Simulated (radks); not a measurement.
Q: The indium ion In+, 48 electrons, occupied as [Kr] 4d10 5s2. Method: Dirac Kohn-Sham, PBE, spin-unpolarised, spherical densities, point nucleus; computed with a radial shooting solver on a logarithmic mesh with Libxc functionals. Some entries of the table are withheld. Estimate them.

| orbital | occ. | eigenvalue (hartree) | r(max) (bohr) | <r^2> (bohr^2) |
|---|---|---|---|---|
| 1s1/2 | 2 | -1019.584 | 0.01921 | 0.001194 |
| 2s1/2 | 2 | -152.8507 | 0.1087 | 0.01941 |
| 2p1/2 | 2 | -142.5557 | 0.08384 | 0.01446 |
| 2p3/2 | 4 | -134.8061 | 0.08827 | 0.01577 |
| 3s1/2 | 2 | -29.22855 | 0.3157 | 0.1389 |
| 3p1/2 | 2 | (1) | 0.3021 | 0.1339 |
| 3p3/2 | 4 | (2) | 0.3122 | 0.1426 |
| 3d3/2 | 4 | (3) | 0.2566 | 0.1235 |
| 3d5/2 | 6 | (4) | 0.2595 | 0.1261 |
| 4s1/2 | 2 | -4.66870 | 0.7701 | 0.8148 |
| 4p1/2 | 2 | -3.31288 | 0.7996 | 0.9298 |
| 4p3/2 | 4 | -3.06863 | 0.8243 | 0.9938 |
| 4d3/2 | 4 | (5) | 0.9257 | 1.637 |
| 4d5/2 | 6 | (6) | 0.9358 | 1.685 |
| 5s1/2 | 2 | -0.54842 | 2.111 | 7.008 |

A: 
(1) 3p1/2 eigenvalue (hartree): -25.07503
(2) 3p3/2 eigenvalue (hartree): -23.67523
(3) 3d3/2 eigenvalue (hartree): -16.33175
(4) 3d5/2 eigenvalue (hartree): -16.04497
(5) 4d3/2 eigenvalue (hartree): -0.97699
(6) 4d5/2 eigenvalue (hartree): -0.94532
